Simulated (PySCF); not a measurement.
# How exact exchange moves a shielding

Molecule: `C([SiH3])/C=N\[SiH3]`, C2H9NSi2.

Molfile (atoms numbered from 1):
```
C2H9NSi2
     RDKit          3D

 14 13  0  0  0  0  0  0  0  0999 V2000
   -2.0192   -0.3844    0.0943 Si  0  0  0  0  0  4  0  0  0  0  0  0
   -0.6001    0.1076   -1.0694 C   0  0  0  0  0  0  0  0  0  0  0  0
    0.2358    1.1978   -0.4741 C   0  0  0  0  0  0  0  0  0  0  0  0
    1.2674    1.0881    0.2495 N   0  0  0  0  0  0  0  0  0  0  0  0
    2.1523   -0.2946    0.8347 Si  0  0  0  0  0  4  0  0  0  0  0  0
   -2.8637    0.8071    0.4072 H   0  0  0  0  0  0  0  0  0  0  0  0
   -2.8619   -1.4280   -0.5623 H   0  0  0  0  0  0  0  0  0  0  0  0
   -1.4476   -0.9266    1.3628 H   0  0  0  0  0  0  0  0  0  0  0  0
   -1.0496    0.4388   -2.0197 H   0  0  0  0  0  0  0  0  0  0  0  0
   -0.0066   -0.8012   -1.2601 H   0  0  0  0  0  0  0  0  0  0  0  0
   -0.1441    2.2207   -0.6799 H   0  0  0  0  0  0  0  0  0  0  0  0
    2.0276   -0.3040    2.3214 H   0  0  0  0  0  0  0  0  0  0  0  0
    1.7116   -1.6389    0.3225 H   0  0  0  0  0  0  0  0  0  0  0  0
    3.5834   -0.1054    0.4597 H   0  0  0  0  0  0  0  0  0  0  0  0
  1  2  1  0
  2  3  1  0
  3  4  2  0
  4  5  1  0
  1  6  1  0
  1  7  1  0
  1  8  1  0
  2  9  1  0
  2 10  1  0
  3 11  1  0
  5 12  1  0
  5 13  1  0
  5 14  1  0
M  END
```

GIAO shieldings (ppm, equivalent atoms averaged) in PySCF 2.14.0 with density-fitted response routines on the PBE0-D3(BJ)/def2-SVP geometry, basis pcSseg-1, gas phase, non-relativistic:

| functional | exact exchange (%) | σ(Si1) | σ(Si5) | σ(C2) |
| --- | --- | --- | --- | --- |
| BLYP | 0 | 399.1 | 404.8 | 149.9 |
| BP86 | 0 | 407.4 | 410.5 | 154.5 |
| PBE | 0 | 409.5 | 412.2 | 155.0 |
| PBE0 | 25 | 422.3 | 423.4 | 160.2 |
| mPW1PW91 | 25 | 419.8 | 421.3 | 159.3 |
| BHandHLYP | 50 | 426.2 | 429.0 | 160.4 |
| HF | 100 | 455.1 | 457.9 | 169.8 |

(1) Fit each shielding as a line in the percentage of exact exchange.

(2) What does the line predict for B3LYP (20 %), and what does the run give?

Answers

(1) σ(Si1) = 406.1 + 0.48 x (rms 3.8 ppm); σ(Si5) = 409.2 + 0.47 x (rms 2.7 ppm); σ(C2) = 153.8 + 0.16 x (rms 2.0 ppm). The functionals also differ in their semilocal parts, which the line can't hold; Hartree–Fock has no correlation at all.

(2) σ(Si1): 415.7 predicted, 409.9 computed; σ(Si5): 418.6 predicted, 413.9 computed; σ(C2): 157.0 predicted, 154.5 computed ppm.
